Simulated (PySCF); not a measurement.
F3H2HfN, multiplicity 1. Atoms are numbered in the order given.

```xyz
7

Hf     0.0303     0.0157     0.0000
F      0.4597     0.9451     1.6294
F      0.4597     0.9451    -1.6294
F      0.9418    -1.6832     0.0000
N     -1.9726    -0.3048     0.0000
H     -2.5618    -0.4300     0.8314
H     -2.5618    -0.4300    -0.8314
```
Charge 0, spin multiplicity 1.

The structure is a stationary point at PBE-D3(BJ)/def2-SVP. The multiplicity is an assumed one; no other spin state was optimised. The structure was generated by enumeration; whether it is a known compound was not checked. The def2 effective core potentials stand for the cores of Hf; spin–orbit coupling is left out. The values are those of a single conformer.

These are PySCF with PBE/def2-TZVP values and carry that method's errors.

Symmetry labels are those of the subgroup Cs that the program uses (full group Cs).

Computed valence orbital energies around the gap with their symmetry:
| orbital | symmetry | energy (eV) |
|---|---|---|
| HOMO−7 | A' | -10.21 |
| HOMO−6 | A" | -10.16 |
| HOMO−5 | A' | -10.10 |
| HOMO−4 | A" | -9.64 |
| HOMO−3 | A' | -9.56 |
| HOMO−2 | A" | -9.46 |
| HOMO−1 | A' | -9.38 |
| HOMO | A' | -6.68 |
| LUMO | A" | -1.55 |
| LUMO+1 | A' | -1.33 |
| LUMO+2 | A' | -0.95 |
| LUMO+3 | A" | -0.37 |
